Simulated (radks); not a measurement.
Q: These are the eigenvalues of the occupied orbitals of an atom or ion with whole-number occupations (eV). All-electron calculation, scalar-relativistic Kohn-Sham, RPBE, spin-unpolarised, spherical densities, finite nucleus; Fermi nuclear charge, rms radius of each element as measured or else 0.836 A^(1/3) + 0.57 fm. Program: a radial shooting solver on a logarithmic mesh with Libxc functionals.

| orbital | eigenvalue |
|---|---|
| 1s | -10962.11 |
| 2s | -1371.975 |
| 2p | -1198.592 |
| 3s | -168.6148 |
| 3p | -115.6579 |
| 3d | -29.2766 |
| 4s | -11.6671 |
| 4p | -3.8587 |

Which element is it, and in what charge state? The configuration may be excited.

A: Z = 32, germanium, charge 0: Ge in [Ar] 3d10 4s2 4p2. The list shows which subshells hold electrons but not how many an open one holds; the 1s level, -402.85 hartree, gives Z - s = 28.4 by -(Z - s)^2/2, which with screening and relativity narrows Z to a few neighbours, and the depths of the outer levels then fix element, charge and occupations together.
